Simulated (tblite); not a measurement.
Species: C8H6NO (doublet state).
Cartesian coordinates in Å at the GFN2-xTB level; atoms count from 1:
```xyz
16
C8H6NO angstrom
C     -2.227   -0.889   -0.528
C     -0.801   -0.528   -0.263
C      0.253   -1.371   -0.451
C      1.567   -1.096   -0.226
C      1.898    0.180    0.249
O      3.177    0.550    0.503
C      0.879    1.098    0.466
C     -0.446    0.755    0.216
C     -1.470    1.700    0.442
N     -2.315    2.455    0.619
H     -2.821   -0.787    0.380
H     -2.656   -0.222   -1.276
H     -2.298   -1.912   -0.885
H      2.343   -1.829   -0.403
H      3.782   -0.178    0.313
H      1.127    2.082    0.832
```

Level: GFN2-xTB in tblite, geometry and Hessian alike; calculated harmonic values, unscaled, isolated species. This tight-binding method is rough: wavenumbers can miss measured ones by several per cent, in bad cases by 10 to 20. One conformer, not necessarily the lowest. Open shells enter through the occupations alone, without spin polarisation, and single modes of such species can be off by tens of per cent.

Harmonic wavenumbers (cm⁻¹): 41.6, 104.3, 127.1, 135.8, 272.2, 314.6, 355.7, 383.7, 402.2, 405.9, 471.4, 490.3, 561.8, 566.2, 630.2, 686.3, 782.2, 802.6, 852.3, 964.8, 999.4, 1029.1, 1101.8, 1131.6, 1169.8, 1194.1, 1280.5, 1322.0, 1401.4, 1404.2, 1464.4, 1468.7, 1473.7, 1494.1, 1619.9, 2364.3, 3005.6, 3020.3, 3053.6, 3055.2, 3107.0, 3516.9.

A = 2460, B = 1070, C = 749.1 MHz; mass 132.045 u (most abundant isotopes); point group Cs, symmetry number 1; spin multiplicity 2.

**Question.** What is the zero-point energy?

**Answer.** ½Σν̃ = 25014 cm⁻¹ = 299.24 kJ/mol.

**Question.** Give the ideal-gas entropy at 273.15 K and 1 bar in the rigid-rotor, harmonic-oscillator model (classical rotation).

**Answer.** Translation 167.94, rotation 122.25, vibration 97.85, spin (R ln 2) 5.76: S = 393.8 J/(mol K).

**Question.** And Cp and H(273.15 K) − H(0)?

**Answer.** Cp = 143.54 J/(mol K), of which vibrations give 110.28 (their classical limit is 42 R = 349.2); H(273.15 K) − H(0) = 23.71 kJ/mol without the zero-point energy, 14.62 from vibrations.

**Question.** Blend soft modes into free rotors: weight 1/[1 + (100 cm⁻¹/ν̃)⁴] for the oscillator and the rest for a rotor with moment μB/(μ + B), μ = h/(8π²ν), B = 10⁻⁴⁴ kg m². What vibrational entropy results?

**Answer.** 90.92 J/(mol K) in place of 97.85, which changes −T·S at 273.15 K by +1.89 kJ/mol.

**Question.** How do the functions run with temperature in this model?

**Answer.** 
```json
{"T (K)": "150", "S (J/(mol K))": "324.3", "Cp (J/(mol K))": "92.4", "H − H(0) (kJ/mol)": "9.12", "G − H(0) (kJ/mol)": "-39.53", "ln q(vib)": "2.50"}
{"T (K)": "250", "S (J/(mol K))": "381.5", "Cp (J/(mol K))": "134.4", "H − H(0) (kJ/mol)": "20.49", "G − H(0) (kJ/mol)": "-74.88", "ln q(vib)": "4.79"}
{"T (K)": "298.15", "S (J/(mol K))": "406.8", "Cp (J/(mol K))": "153.1", "H − H(0) (kJ/mol)": "27.42", "G − H(0) (kJ/mol)": "-93.87", "ln q(vib)": "5.92"}
{"T (K)": "400", "S (J/(mol K))": "456.9", "Cp (J/(mol K))": "188.8", "H − H(0) (kJ/mol)": "44.88", "G − H(0) (kJ/mol)": "-137.89", "ln q(vib)": "8.34"}
{"T (K)": "600", "S (J/(mol K))": "544.1", "Cp (J/(mol K))": "241.4", "H − H(0) (kJ/mol)": "88.26", "G − H(0) (kJ/mol)": "-238.22", "ln q(vib)": "13.01"}
{"T (K)": "900", "S (J/(mol K))": "652.0", "Cp (J/(mol K))": "289.3", "H − H(0) (kJ/mol)": "168.55", "G − H(0) (kJ/mol)": "-418.25", "ln q(vib)": "19.53"}
```

q(vib) and H(0) count from the zero-point level.

Hindered rotation and anharmonicity are outside this model. Other conformers, if any are populated, would add a mixing term that is left out.

The run took 0.87 s on an Arm Neoverse N1 with one thread, on a shared host. The figure is for the frequency step alone.
